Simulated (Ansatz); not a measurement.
Sn₂Se⁺. Total charge 1; quartet. Geometry r2SCAN-D4/def2-TZVP.

```xyz
3

Sn    1.436    0.604   -0.592
Sn   -0.493   -1.569   -0.267
Se   -0.943    0.965    0.859
```

In the def2 sets Sn takes a core potential; there is no spin–orbit coupling. At PBE0-D4/def2-TZVP a doublet of charge 1 lies 2.05 eV below the quartet, each at its own geometry. The structure comes from a short search, and lower isomers may exist.

Estimate the α-spin orbital energies around the gap (eV) in Ansatz with HF/def2-TZVP, PBE-D4/def2-TZVP, BLYP-D4/def2-TZVP, r2SCAN-D4/def2-TZVP, ωB97X-V/def2-TZVP.


```tsv
orbital	HF/def2-TZVP	PBE-D4/def2-TZVP	BLYP-D4/def2-TZVP	r2SCAN-D4/def2-TZVP	ωB97X-V/def2-TZVP
HOMO−9	-41.40	-30.94	-30.78	-31.72	-36.42
HOMO−8	-41.33	-30.89	-30.73	-31.67	-36.35
HOMO−7	-29.73	-22.15	-21.94	-22.95	-27.11
HOMO−6	-22.51	-17.30	-17.08	-17.85	-21.63
HOMO−5	-19.53	-15.49	-15.33	-15.90	-19.24
HOMO−4	-16.84	-12.37	-12.06	-12.87	-15.82
HOMO−3	-15.12	-12.01	-11.77	-12.28	-14.95
HOMO−2	-14.67	-11.52	-11.29	-11.78	-14.51
HOMO−1	-13.28	-10.31	-10.05	-10.69	-13.01
HOMO	-11.86	-9.48	-9.24	-9.80	-11.87
LUMO	-5.45	-8.17	-7.99	-8.29	-5.93
LUMO+1	-3.65	-7.15	-7.00	-7.01	-4.48
LUMO+2	-3.53	-6.94	-6.78	-6.84	-4.37
LUMO+3	-2.54	-5.83	-5.68	-5.57	-3.30
LUMO+4	-0.02	-2.79	-2.58	-2.25	-0.32
LUMO+5	0.14	-2.34	-2.08	-1.81	-0.12
β HOMO	-13.98	-11.14	-10.98	-11.42	-14.13
β LUMO	-5.84	-10.74	-10.73	-10.44	-7.66
```
